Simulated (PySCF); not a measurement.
Input of a run (PBE0-D3(BJ)/def2-SVP geometry optimisation, gas phase (PySCF 2.14.0)), started from GFN2-xTB:
```
{"job": {"xc": "PBE0", "basis": "def2-SVP", "d3": "d3bj", "grid": 2, "kind": "geom"}, "charge": 0, "multiplicity": 1}
C     -1.247752    -0.381621     1.852064
Si    -1.225278     0.227134     0.046692
C     -1.519391    -1.234483    -1.140034
C     -2.428232     1.662191    -0.253378
O      0.224598     0.972553    -0.297147
C      1.426962     0.424267    -0.249786
C      2.649910     0.964023    -0.514605
C      3.584074    -0.083995    -0.301190
C      2.864806    -1.169775     0.073011
O      1.541671    -0.869750     0.107453
H     -1.024956     0.426202     2.544142
H     -0.508657    -1.161940     2.011122
H     -2.216721    -0.788008     2.123445
H     -2.499060    -1.676886    -0.990515
H     -0.779968    -2.016381    -0.989829
H     -1.456386    -0.919543    -2.178411
H     -2.369523     2.023354    -1.274910
H     -2.217613     2.500912     0.402039
H     -3.449799     1.347689    -0.071158
H      2.852949     1.968478    -0.819320
H      4.646785    -0.024053    -0.414676
H      3.141170    -2.170979     0.334142
```

Output (energies in Eh, forces in Eh/bohr):
```
step   0  E = -712.96726929  max force = 0.031511
step   1  E = -712.97234821  max force = 0.004180
step   2  E = -712.97263747  max force = 0.002401
step   3  E = -712.97260806  max force = 0.004344
step   4  E = -712.97266871  max force = 0.001756
step   5  E = -712.97268766  max force = 0.000352
step   6  E = -712.97268988  max force = 0.000102
optimisation converged
```

Q: Summarise the run.

A: The energy falls by 0.148 eV over 7 energy and gradient evaluations, the largest force component goes from 0.0315 to 1.0e-04 Eh/bohr, and the atoms move by 0.060 Å rms after alignment. The bond that changes most is Si2–O5 (oxygen-bound silicon to silyl ether oxygen), which lengthens by 0.048 Å. Bonds longer at the end by more than 0.005 Å: 15 of 22; shorter: 4. Among the angles that change most is C4–Si2–O5, from 100.4° to 102.9°. The energy rose by more than 1e-6 Eh at step 3. The first step brought 94 % of the lowering.

Q: What are the final bond lengths?

A: C1–Si2 1.868 Å, Si2–C3 1.869 Å, Si2–C4 1.865 Å, Si2–O5 1.714 Å, O5–C6 1.317 Å, C6–C7 1.366 Å, C7–C8 1.434 Å, C8–C9 1.359 Å, C9–O10 1.365 Å, C6–O10 1.351 Å, C1–H11 1.101 Å, C1–H12 1.100 Å, C1–H13 1.102 Å, C3–H14 1.102 Å, C3–H15 1.100 Å, C3–H16 1.101 Å, C4–H17 1.101 Å, C4–H18 1.101 Å, C4–H19 1.101 Å, C7–H20 1.086 Å, C8–H21 1.088 Å, C9–H22 1.086 Å. Numbering counts from 1 in the input's order; the species is 2-(trimethylsilyloxy)furan (`C[Si](C)(C)Oc1ccco1`).

The run used 204 basis functions and 50 SCF cycles in all.

Whether it is a minimum is left open (no frequencies). The numbers are those of one conformer.

Conformer computed: `[CH3:1][Si:2]([CH3:3])([CH3:4])[O:5][c:6]1[cH:7][cH:8][cH:9][o:10]1`: C1–Si2–O5–C6 61°, Si2–O5–C6–C7 180°.
